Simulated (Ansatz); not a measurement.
BH$_{5}$S$_{3}$Si (`[SiH3]B(S)SS`) from Hartree–Fock to CCSD(T)

Cartesian coordinates in Å:
```
Si 0.089 0.634 -1.026
B 0.242 0.132 0.915
S 0.545 1.347 2.197
S 0.088 -1.557 1.505
S -0.184 -2.664 -0.217
H -1.236 0.253 -1.584
H 1.158 0.001 -1.842
H 0.230 2.115 -1.145
H 0.598 2.421 1.392
H -1.530 -2.682 -0.196
```

The species carries charge 0 and has multiplicity 1. All single points use the PBE0-D4/def2-TZVP geometry. It is one conformer, not always the lowest. Frozen core, restricted reference, Ansatz 0.2.0. CBS rows extrapolate triple and quadruple zeta; past MP2 they add the triple-zeta difference.

| basis | HF (Eh) | MP2 corr. | CCSD corr. | (T) | CCSD(T) total |
| --- | --- | --- | --- | --- | --- |
| def2-SVP | ? | -0.57821 | -0.65071 | -0.02197 | ? |
| def2-TZVPP | -1509.22009 | ? | ? | -0.04081 | ? |
| def2-QZVPP | ? | -0.81991 | – | – | – |
| CBS(def2) | -1509.26935 | -0.86698 | -0.94017 | as TZ | -1510.25033 |

(1) Fill in the withheld values. (Estimate.)

Results:

(1) Computed: def2-SVP HF (Eh): -1508.67276; def2-SVP CCSD(T) total: -1509.34544; def2-TZVPP MP2 corr.: -0.75635; def2-TZVPP CCSD corr.: -0.82955; def2-TZVPP CCSD(T) total: -1510.09045; def2-QZVPP HF (Eh): -1509.26339.
